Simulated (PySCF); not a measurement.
**Working out the ionisation energy of W²⁺**

W²⁺ [Xe] 4f14 5d4 (5D) → W³⁺ [Xe] 4f14 5d3 (4F). All numbers are calculated (PySCF 2.14, scalar relativity through the core potential, in aug-cc-pwCVDZ-PP with ECP60MDF). Frozen: 5s2 5p6. Energies in hartree (1 hartree = 27.21139 eV):

```csv
part,W²⁺ (lower),W³⁺ (upper)
UHF,-65.909775,-64.999829
CCSD correlation,-0.034599,-0.015392
(T),-0.000184,-0.000027
```

What does Hartree-Fock give?

(-64.999829) − (-65.909775) = 0.909946 hartree = 24.761 eV.

What do CCSD and CCSD(T) give?

The CCSD correlation energies differ by 0.019207 hartree = 0.523 eV and the triples by 0.000157 hartree = 0.004 eV, so CCSD gives 25.284 eV and CCSD(T) 25.288 eV.

Reference: 26 ± 0.4 eV (semi-empirical (NIST evaluation); NIST Atomic Spectra Database, ionization energies), between the lowest levels; spin-orbit coupling is absent from the calculation.

A double-zeta basis recovers only part of the correlation energy.

What remains against the reference includes basis incompleteness, the frozen core and higher excitations.
